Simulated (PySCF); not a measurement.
## Spin states of TeCl

Unrestricted PBE0; Te def2-SVP with ECP28, Cl def2-SVP; scalar-relativistic core potentials (PySCF 2.14). Outer shells of the fragments: Te 4d10 5s2 5p4; Cl 3s2 3p5.

Followed along the bond (rough minima from three points):

```tsv
2Ms+1	unpaired	⟨S²⟩ at the start	R at minimum (Å)	Te (eV)
2	π ↑	0.75	2.36	0.00
4	σ ↑, π ↑↑	3.75	none in the scan	≤ 1.28
```

Solutions found at the starting distance of 2.290 Å, counted from the lowest of them; the search is not exhaustive and high or unbound solutions are not listed, so other states can lie among these:

```tsv
2Ms+1	unpaired	term	E (eV)	⟨S²⟩	⟨Lz²⟩	μ (D)
2	π ↑	²Π	0.00	0.75	1.00	-1.46
4	σ ↑, π ↑↑	⁴Σ⁻	1.81	3.75	0.00	-1.58
2	σ ↓, π ↑↑	mixed	2.37	1.76	0.00	-1.39
2	σ ↑, π ↑↓	mixed	2.38	1.76	2.01	-1.35
2	σ ↑	mixed	3.26	0.75	2.00	-1.00
4	σ ↑, π ↑↑	mixed	5.54	3.75	2.01	3.04
```

A term symbol is given only where ⟨S²⟩ and ⟨Lz²⟩ are close to those of a pure state; real π, δ and φ orbitals otherwise mix terms. A positive dipole means Te(−)Cl(+).

Spin–orbit coupling is left out. Counting both spins, an empty level lies below a filled one in some of these solutions, because spin and occupation are held.
